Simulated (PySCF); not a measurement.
Bond length, frequency and bond energy of KF⁻ by level of theory

State: ²Σ⁺ (doublet), unpaired electrons σ ↑. Set-up: basis K def2-SVPD, F def2-SVPD; no relativity; PySCF 2.14. De refers to K + F⁻ in their ground configurations, without counterpoise correction. The functionals are run spin-unrestricted. A positive dipole points towards F; it is taken about the centre of mass and depends on that origin.

```csv
Level,Re (Å),ωe (cm⁻¹),De (eV),μ (D),"CPU s a point (SCF and correlation, without the integrals)"
UHF,2.325,351,n/a,3.65,0.14
UHF-MP2,2.339,338,2.00,n/a,0.23
UHF-SCS-MP2,2.340,339,2.01,n/a,n/a
UHF-CCSD,2.328,346,n/a,n/a,n/a
UHF-CCSD(T),2.333,343,2.03,n/a,5.9
PBE,2.325,331,1.93,2.76,0.48
BP86,2.324,331,1.87,2.80,0.31
r²SCAN,2.315,344,2.04,3.04,0.59
PBE0,2.304,347,2.02,3.13,0.88
B97-3,2.325,339,1.97,3.51,0.48
M06-2X,2.300,359,1.98,3.02,0.84
CAM-B3LYP,2.310,346,1.94,2.60,0.83
```

The bond length runs from 2.300 Å (M06-2X) to 2.340 Å (UHF-SCS-MP2). De spans 1.87 eV (BP86, GGA) to 2.04 eV (r²SCAN, meta-GGA).

Correlated steps freeze 6 core orbitals. Correlated levels converge slowly with the basis: in double zeta they bind strong bonds too weakly, by up to about 1 eV, and carry superposition errors of some tenths. For an ion De counts to the pair picked by the measured ionisation energies or electron affinities, which need not be the lowest pair at this level. The highest Kohn–Sham level is positive in this anion. Much of that is self-interaction error, but it also means that the finite basis helps to hold the extra electron. The state is the lowest determinant that a PBE0 search found; another state may lie lower at other levels.

The whole job (state search and all levels along the bond) took about 2.1 min on 1 thread of Intel Xeon Platinum 8259CL @ 2.50GHz (shared host), peak memory 0.59 GiB.
